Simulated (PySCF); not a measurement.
Ga(Cl)(SH)2 (ClGaH₂S₂), SMILES [Ga]([Cl])([SH])[SH]. Heavy atoms are numbered as in [Ga:1]([Cl:2])([SH:3])[SH:5]. Hydrogens are named by the atom that carries them.

Coordinates come from a PBE0-D3(BJ)/def2-SVP optimisation. The structure was generated by enumeration; whether it is a known compound was not checked. Other conformers were not sampled.

The numbers are results of PBE/pcSseg-1 (PySCF), not measurements.

GIAO shieldings, no solvent; atoms alike by connectivity are averaged. δ = σ(ref) − σ: ³⁵Cl against HCl (σ = 936.5 ppm); ³³S against H2S (σ = 706.5 ppm); ¹H against TMS (σ = 31.49 ppm), references at their B3LYP-D3(BJ)/def2-TZVP geometries, non-relativistic (without spin–orbit terms, shifts of atoms bonded to Cl or Br come out too high).

```csv
atoms,nucleus,count,δ (ppm)
Cl2,³⁵Cl,1,118.7
S3 (SH),³³S,2,112.5
H on S3,¹H,2,?
```

Fill in the missing entries. (An estimate is asked for; the answer gives what the named calculation found.)


- H on S3, δ (ppm): 1.34
